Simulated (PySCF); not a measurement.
ethenyl(silyloxy)silane (C2H8OSi2), SMILES C=C[SiH2]O[SiH3].

Geometry: ωB97X-D3(BJ)/def2-SVP. Other conformers were not sampled.

The numbers are results of PySCF 2.14.0 with TDA-CAM-B3LYP/def2-SVPD, not measurements.

Vertical excitations. Gas-phase values at a fixed geometry. State labels are in the subgroup Cs.

```json
[
 {"state": "S1", "symmetry": "A\"", "energy (eV)": "6.86", "λ (nm)": "181", "f": "0.002", "main pairs": "HOMO−2→LUMO 69 %, HOMO−3→LUMO 26 %"},
 {"state": "S2", "symmetry": "A\"", "energy (eV)": "7.14", "λ (nm)": "174", "f": "0.002", "main pairs": "HOMO→LUMO+1 70 %, HOMO−1→LUMO+1 16 %"},
 {"state": "S3", "symmetry": "A\"", "energy (eV)": "7.42", "λ (nm)": "167", "f": "0.008", "main pairs": "HOMO−1→LUMO+1 72 %, HOMO→LUMO+1 12 %"},
 {"state": "S4", "symmetry": "A'", "energy (eV)": "7.59", "λ (nm)": "163", "f": "0.192", "main pairs": "HOMO−2→LUMO+1 48 %, HOMO→LUMO 31 %, HOMO−3→LUMO+1 11 %"},
 {"state": "S5", "symmetry": "A'", "energy (eV)": "7.61", "λ (nm)": "163", "f": "0.330", "main pairs": "HOMO→LUMO 56 %, HOMO−2→LUMO+1 31 %"},
 {"state": "S6", "symmetry": "A\"", "energy (eV)": "7.78", "λ (nm)": "159", "f": "0.006", "main pairs": "HOMO→LUMO+3 77 %"},
 {"state": "S7", "symmetry": "A'", "energy (eV)": "8.13", "λ (nm)": "153", "f": "0.051", "main pairs": "HOMO−1→LUMO 83 %"},
 {"state": "S8", "symmetry": "A'", "energy (eV)": "8.24", "λ (nm)": "151", "f": "0.039", "main pairs": "HOMO−3→LUMO+1 59 %, HOMO−2→LUMO+1 10 %"},
 {"state": "S9", "symmetry": "A\"", "energy (eV)": "8.34", "λ (nm)": "149", "f": "0.003", "main pairs": "HOMO→LUMO+4 29 %, HOMO−1→LUMO+4 13 %, HOMO→LUMO+2 12 %, HOMO−1→LUMO+3 9 %"},
 {"state": "S10", "symmetry": "A\"", "energy (eV)": "8.40", "λ (nm)": "148", "f": "0.045", "main pairs": "HOMO−4→LUMO+1 25 %, HOMO→LUMO+5 12 %, HOMO−1→LUMO+2 12 %, HOMO−3→LUMO 9 %"},
 {"state": "T1", "symmetry": "A'", "energy (eV)": "4.22", "λ (nm)": "294", "f": "0", "main pairs": "HOMO→LUMO 89 %"},
 {"state": "T2", "symmetry": "A\"", "energy (eV)": "6.25", "λ (nm)": "198", "f": "0", "main pairs": "HOMO−2→LUMO 67 %, HOMO−3→LUMO 29 %"},
 {"state": "T3", "symmetry": "A\"", "energy (eV)": "6.84", "λ (nm)": "181", "f": "0", "main pairs": "HOMO→LUMO+1 42 %, HOMO−1→LUMO+1 42 %"},
 {"state": "T4", "symmetry": "A\"", "energy (eV)": "7.16", "λ (nm)": "173", "f": "0", "main pairs": "HOMO−1→LUMO+1 41 %, HOMO→LUMO+1 34 %"}
]
```
Triplets are in the Tamm–Dancoff approximation.
